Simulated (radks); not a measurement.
Species: neutral cadmium. Configuration: [Kr] 4d8.5 5s2 5p1.5 (fractional occupations, a model configuration). Method: Dirac Kohn-Sham, PBE, spin-unpolarised, spherical densities, finite nucleus; open shells are shared between the two j in proportion to 2j + 1; Fermi nuclear charge, rms radius 4.6087 fm; computed with a radial shooting solver on a logarithmic mesh with Libxc functionals.

Spin-orbit splittings of the eigenvalues, e(l+1/2) - e(l-1/2), with zeta = 2 splitting/(2l+1) and mean radii in bohr:

| shell | occ. | splitting (eV) | zeta (eV) | <r> j=l-1/2 | <r> j=l+1/2 |
|---|---|---|---|---|---|
| 2p | 6 | 192.4 | 128.3 | 0.1112 | 0.1164 |
| 3p | 6 | 34.38 | 22.92 | 0.3494 | 0.3604 |
| 3d | 10 | 6.987 | 2.795 | 0.3326 | 0.3361 |
| 4p | 6 | 5.942 | 3.962 | 0.9304 | 0.9599 |
| 4d | 8.5 | 0.7697 | 0.3079 | 1.203 | 1.219 |
| 5p | 1.5 | 0.3347 | 0.2231 | 3.440 | 3.599 |
